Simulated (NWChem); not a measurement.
System: BeCl, doublet; SMILES [Be][Cl]

```xyz
2

Be     0.0000     0.0000    -1.4690
Cl     0.0000     0.0000     0.3691
```
Atoms are numbered in this order, from 1.

All runs: NWChem. Pople sets run with spherical d functions. Spin-unrestricted. Structure relaxed at the PBE0/def2-SVP, spin-unrestricted level. This spin state was assumed; another may lie lower. No stability test was run on the SCF state. Vertical excitations in the gas phase. Excited states of an open shell can be spin-contaminated.

Problem. What does the run give for CAM-B3LYP/6-31+G*, TDA? Quantities: lowest excitation (eV); oscillator strength of that lowest state; lowest empty minus highest occupied level, either spin (eV).

Solution. 
```json
{
  "lowest excitation (eV)": "3.57",
  "oscillator_strength_of_that_lowest_state": "0.107",
  "lowest empty minus highest occupied level, either spin (eV)": "5.87"
}
```
